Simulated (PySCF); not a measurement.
Spin states of SiSb

Unrestricted PBE0; Si def2-TZVPP, Sb def2-TZVPP with ECP28; scalar-relativistic core potentials (PySCF 2.14). Outer shells of the fragments: Si 3s2 3p2; Sb 4d10 5s2 5p3.

Followed along the bond (rough minima from three points):

```json
{"2Ms+1": "2", "unpaired": "π ↑", "⟨S²⟩ at the start": "0.77", "R at minimum (Å)": "2.38", "Te (eV)": "0.00"}
{"2Ms+1": "2", "unpaired": "σ ↑", "⟨S²⟩ at the start": "0.76", "R at minimum (Å)": "2.27", "Te (eV)": "0.19"}
{"2Ms+1": "4", "unpaired": "σ ↑, π ↑↑", "⟨S²⟩ at the start": "3.76", "R at minimum (Å)": "2.49", "Te (eV)": "1.56"}
{"2Ms+1": "4", "unpaired": "π ↑↑↑", "⟨S²⟩ at the start": "3.76", "R at minimum (Å)": "none in the scan", "Te (eV)": "≤ 1.21"}
{"2Ms+1": "2", "unpaired": "π ↑↑↓", "⟨S²⟩ at the start": "1.77", "R at minimum (Å)": "none in the scan", "Te (eV)": "≤ 1.53"}
```

Solutions found at the starting distance of 2.480 Å, counted from the lowest of them; the search is not exhaustive and high or unbound solutions are not listed, so other states can lie among these:

```json
{"2Ms+1": "2", "unpaired": "π ↑", "term": "²Π", "E (eV)": "0.00", "⟨S²⟩": "0.77", "⟨Lz²⟩": "1.01", "μ (D)": "-0.12"}
{"2Ms+1": "2", "unpaired": "σ ↑", "term": "²Σ⁺", "E (eV)": "0.44", "⟨S²⟩": "0.76", "⟨Lz²⟩": "0.00", "μ (D)": "-0.39"}
{"2Ms+1": "4", "unpaired": "π ↑↑↑", "term": "⁴Π", "E (eV)": "1.26", "⟨S²⟩": "3.76", "⟨Lz²⟩": "1.01", "μ (D)": "0.86"}
{"2Ms+1": "4", "unpaired": "σ ↑, π ↑↑", "term": "mixed", "E (eV)": "1.48", "⟨S²⟩": "3.76", "⟨Lz²⟩": "2.02", "μ (D)": "0.13"}
{"2Ms+1": "2", "unpaired": "π ↑↑↓", "term": "mixed", "E (eV)": "1.58", "⟨S²⟩": "1.77", "⟨Lz²⟩": "3.04", "μ (D)": "0.86"}
{"2Ms+1": "2", "unpaired": "σ ↓, π ↑↑", "term": "mixed", "E (eV)": "1.88", "⟨S²⟩": "1.78", "⟨Lz²⟩": "2.02", "μ (D)": "0.24"}
{"2Ms+1": "4", "unpaired": "σ ↑, π ↑↑", "term": "mixed", "E (eV)": "1.95", "⟨S²⟩": "3.76", "⟨Lz²⟩": "2.01", "μ (D)": "-0.17"}
{"2Ms+1": "2", "unpaired": "σ ↓, π ↑↑", "term": "mixed", "E (eV)": "2.35", "⟨S²⟩": "1.77", "⟨Lz²⟩": "2.01", "μ (D)": "-0.05"}
{"2Ms+1": "6", "unpaired": "σ ↑, π ↑↑↑↑", "term": "⁶Σ⁺", "E (eV)": "2.49", "⟨S²⟩": "8.75", "⟨Lz²⟩": "0.00", "μ (D)": "1.57"}
{"2Ms+1": "2", "unpaired": "π ↑", "term": "mixed", "E (eV)": "2.71", "⟨S²⟩": "0.76", "⟨Lz²⟩": "3.02", "μ (D)": "0.76"}
{"2Ms+1": "4", "unpaired": "σ ↓, π ↑↑↑↑", "term": "mixed", "E (eV)": "3.35", "⟨S²⟩": "4.79", "⟨Lz²⟩": "0.00", "μ (D)": "2.02"}
{"2Ms+1": "4", "unpaired": "σ ↑, π ↑↑", "term": "⁴Σ⁻", "E (eV)": "4.43", "⟨S²⟩": "3.75", "⟨Lz²⟩": "0.00", "μ (D)": "-0.47"}
{"2Ms+1": "4", "unpaired": "σ ↑↑, π ↑", "term": "⁴Π", "E (eV)": "4.49", "⟨S²⟩": "3.76", "⟨Lz²⟩": "1.01", "μ (D)": "-0.73"}
{"2Ms+1": "4", "unpaired": "π ↑↑↑", "term": "⁴Π", "E (eV)": "4.58", "⟨S²⟩": "3.80", "⟨Lz²⟩": "1.01", "μ (D)": "0.11"}
```

A term symbol is given only where ⟨S²⟩ and ⟨Lz²⟩ are close to those of a pure state; real π, δ and φ orbitals otherwise mix terms. A positive dipole means Si(−)Sb(+).

Task: Compare the gap between the two lowest followed solutions at the starting distance with the gap between their minima.

Result: At PBE0 the second solution (doublet, unpaired electrons σ ↑) lies +0.44 eV from the first (doublet, unpaired electrons π ↑) at 2.480 Å and +0.19 eV at the minima; the two curves relax by different amounts, since their minima lie near 2.27 and 2.38 Å.

Spin–orbit coupling is left out. Counting both spins, an empty level lies below a filled one in some of these solutions, because spin and occupation are held.
